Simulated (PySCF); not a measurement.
A structure optimised at B3LYP-D3(BJ)/def2-TZVP, used in a PySCF frequency run:

```
Mo
O 1 1.8651
H 2 0.9624 1 129.02
H 1 1.6331 2 83.40 3 0.00
H 4 1.6474 1 60.86 2 139.54
H 4 1.6474 1 60.86 5 80.92
H 1 1.6895 4 115.88 5 28.55
H 1 1.6895 4 115.88 5 -109.47
```
Charge 0, spin multiplicity 1.

Problem. Write its SMILES, formula and point group.

Solution. [OH][MoH5], H6MoO, Cs

Problem. What are its rotational constants (standard atomic weights)?

Solution. 43.241, 7.9982, 7.9919 GHz
